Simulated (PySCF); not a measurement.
C₃H₆F₃O₂P.
Atom-mapped SMILES: `[CH3:1][P@@:2](=[O:3])([OH:4])[CH2:5][C:6]([F:7])([F:8])[F:9]` (hydrogens: H10, H11, H12 on C1; H13 on O4; H14, H15 on C5)

Computed by this run: PySCF, HF/6-31G* geometry optimisation, gas phase; density fitting; the optimiser is geomeTRIC in internal coordinates, started from a GFN2-xTB structure.

Step 0: E = -24651.4352 eV
```
atom  x, y, z in Å  |  force x, y, z in eV/Å
C1     -2.1206   -0.5556   -0.2404    0.403   0.378  -0.348
P2     -0.5525    0.3243   -0.5275   -0.495  -0.621   0.579
O3     -0.1124    0.4958   -1.9097   -0.097  -0.191   0.103
O4     -0.7862    1.7097    0.2432    0.149   0.225  -0.294
C5      0.6555   -0.5851    0.5616   -0.212   0.534  -0.668
C6      2.0186   -0.0381    0.2482    1.820   0.288   0.129
F7      2.5262   -0.5235   -0.8818   -0.466   0.216   0.690
F8      1.9952    1.3011    0.1268    0.060  -0.774   0.150
F9      2.9198   -0.3044    1.2129   -0.840   0.085  -0.606
H10    -2.3923   -0.5247    0.8092   -0.025  -0.038  -0.064
H11    -2.0231   -1.5834   -0.5770   -0.075   0.068   0.067
H12    -2.8851   -0.0602   -0.8329   -0.029  -0.123   0.129
H13    -0.3201    2.4159   -0.2118   -0.206  -0.236   0.305
H14     0.6428   -1.6517    0.3448    0.000   0.231   0.101
H15     0.4300   -0.4121    1.6126    0.012  -0.042  -0.273
```

Step 1: E = -24651.5578 eV
```
atom  x, y, z in Å  |  force x, y, z in eV/Å
C1     -2.1189   -0.5688   -0.2201    0.108   0.106  -0.075
P2     -0.5930    0.3383   -0.5529    0.184  -0.068   0.202
O3     -0.2088    0.5066   -1.9515   -0.044  -0.074  -0.038
O4     -0.8384    1.7196    0.2255   -0.054  -0.046  -0.044
C5      0.6659   -0.5140    0.4841    0.060   0.355  -0.388
C6      2.0942   -0.0492    0.2667   -0.347  -0.086   0.151
F7      2.6284   -0.5644   -0.8184    0.024   0.007  -0.050
F8      2.1829    1.2705    0.1759    0.000  -0.003   0.025
F9      2.8386   -0.4211    1.2977    0.165   0.010  -0.036
H10    -2.3616   -0.5452    0.8364   -0.017  -0.035  -0.027
H11    -2.0149   -1.5961   -0.5512   -0.023   0.012   0.030
H12    -2.9244   -0.1065   -0.7798    0.005  -0.005   0.036
H13    -0.4181    2.4482   -0.2207    0.014   0.042   0.019
H14     0.6381   -1.5741    0.2606   -0.026  -0.021   0.215
H15     0.4257   -0.3358    1.5256   -0.051  -0.195  -0.020
```

Step 2: E = -24651.5707 eV
```
atom  x, y, z in Å  |  force x, y, z in eV/Å
C1     -2.1122   -0.5616   -0.2212    0.020   0.017  -0.004
P2     -0.5822    0.3306   -0.5504   -0.042   0.019   0.003
O3     -0.1995    0.4807   -1.9517    0.002  -0.034   0.004
O4     -0.8338    1.7172    0.2163    0.003  -0.015  -0.051
C5      0.6638   -0.5185    0.4875    0.103   0.121  -0.096
C6      2.0831   -0.0453    0.2703    0.041  -0.037   0.048
F7      2.6069   -0.5340   -0.8330   -0.011  -0.024  -0.059
F8      2.1580    1.2764    0.1984   -0.026   0.067   0.037
F9      2.8611   -0.4213    1.2761   -0.043  -0.025  -0.016
H10    -2.3621   -0.5361    0.8328   -0.013  -0.015   0.009
H11    -2.0181   -1.5912   -0.5460   -0.010  -0.007  -0.002
H12    -2.9129   -0.0954   -0.7832    0.000   0.010   0.007
H13    -0.4092    2.4471   -0.2247    0.010  -0.001   0.028
H14     0.6368   -1.5807    0.2776    0.000  -0.027   0.066
H15     0.4162   -0.3597    1.5291   -0.032  -0.048   0.028
```

Problem. Estimate the geometry and energy of step 3. (The exact step hangs on the optimiser's Hessian estimate; all steps are aligned on step 2, rigid shifts and turns removed.)

Solution. E = -24651.5742 eV, largest force 0.062 eV/Å
```
atom  x, y, z in Å  |  force x, y, z in eV/Å
C1     -2.1134   -0.5593   -0.2182   -0.016  -0.013   0.032
P2     -0.5808    0.3242   -0.5544   -0.035   0.012  -0.024
O3     -0.2000    0.4582   -1.9577    0.002  -0.010   0.003
O4     -0.8290    1.7163    0.2017   -0.014   0.004  -0.037
C5      0.6670   -0.5174    0.4848   -0.011  -0.019   0.025
C6      2.0822   -0.0386    0.2735    0.024  -0.037   0.016
F7      2.5990   -0.5029   -0.8450    0.005   0.057   0.024
F8      2.1493    1.2863    0.2344    0.031  -0.010  -0.002
F9      2.8639   -0.4371    1.2671   -0.015  -0.004  -0.038
H10    -2.3645   -0.5315    0.8358    0.004   0.000   0.005
H11    -2.0281   -1.5908   -0.5395    0.003   0.001  -0.015
H12    -2.9123   -0.0892   -0.7793   -0.002   0.010  -0.004
H13    -0.3948    2.4435   -0.2344    0.015  -0.012   0.019
H14     0.6435   -1.5813    0.2814    0.020  -0.012  -0.011
H15     0.4137   -0.3723    1.5278   -0.010   0.032   0.005
```

The energy changes by -0.0036 eV. The first-order estimate −F·Δx gives -0.0056 eV and the mean of the old and new forces, exact on a quadratic surface, -0.0035 eV. The step makes an angle of 72° with the force vector and moves no atom by more than 0.038 Å.

The cost below is that of the whole optimisation. Hardware: one thread, Arm Neoverse V1 (aarch64), on a shared host. Cost: 45 s of wall time, 0.60 GiB resident at most.
